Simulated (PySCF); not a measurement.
C7H12S.
SMILES: `CC[C@H]1CCC=CS1`

Level: CAM-B3LYP/def2-SVPD in PySCF, non-relativistic, on one gas-phase PBE0-D3(BJ)/def2-SVP geometry that isn't relaxed in the solvent. The solvent is an IEF-PCM continuum (Bondi radii, 1.10 Å for H, scaled by 1.2), and excitations are vertical TDDFT with non-equilibrium linear response and a frozen core. Specific hydrogen bonds and non-electrostatic terms are outside this model.

Gas-phase singlets (H = HOMO, L = LUMO):

```json
{"state": "S1", "E (eV)": "5.249", "λ (nm)": "236", "f": "0.067", "leading configurations": "H→L 56%, H→L+1 21%"}
{"state": "S2", "E (eV)": "5.608", "λ (nm)": "221", "f": "0.024", "leading configurations": "H→L+1 38%, H→L 32%"}
{"state": "S3", "E (eV)": "5.894", "λ (nm)": "210", "f": "0.107", "leading configurations": "H→L+1 34%, H→L+5 22%"}
{"state": "S4", "E (eV)": "6.361", "λ (nm)": "195", "f": "0.028", "leading configurations": "H→L+3 53%, H→L+2 18%"}
{"state": "S5", "E (eV)": "6.417", "λ (nm)": "193", "f": "0.006", "leading configurations": "H→L+2 31%, H→L+5 28%"}
```

How does the list change in chloroform (ε = 4.711)?

```
state  E (eV)  λ (nm)      f  leading configurations  change by rank (eV)
   S1   5.280     235  0.107      H→L 63%, H→L+1 18%               +0.031
   S2   5.622     221  0.046      H→L+1 46%, H→L 28%               +0.014
   S3   5.908     210  0.136    H→L+1 28%, H→L+3 26%               +0.014
   S4   6.385     194  0.036    H→L+3 56%, H→L+2 22%               +0.024
   S5   6.508     191  0.005    H→L+4 52%, H→L+2 21%               +0.091
```

How do the frontier levels move from gas to chloroform?

```json
{"orbital": "LUMO+2", "gas (eV)": "1.65", "solvent (eV)": "1.74", "change (eV)": "+0.09"}
{"orbital": "LUMO+1", "gas (eV)": "1.39", "solvent (eV)": "1.38", "change (eV)": "-0.01"}
{"orbital": "LUMO", "gas (eV)": "1.16", "solvent (eV)": "1.24", "change (eV)": "+0.08"}
{"orbital": "HOMO", "gas (eV)": "-7.14", "solvent (eV)": "-7.19", "change (eV)": "-0.05"}
{"orbital": "HOMO-1", "gas (eV)": "-9.66", "solvent (eV)": "-9.64", "change (eV)": "+0.02"}
{"orbital": "HOMO-2", "gas (eV)": "-10.10", "solvent (eV)": "-10.07", "change (eV)": "+0.03"}
{"orbital": "HOMO-3", "gas (eV)": "-10.36", "solvent (eV)": "-10.25", "change (eV)": "+0.11"}
```

The HOMO–LUMO gap goes from 8.30 to 8.43 eV.

The run took about 90 s of CPU time (one thread, shared machine). This is the whole response run at CAM-B3LYP/def2-SVPD in chloroform, SCF included.
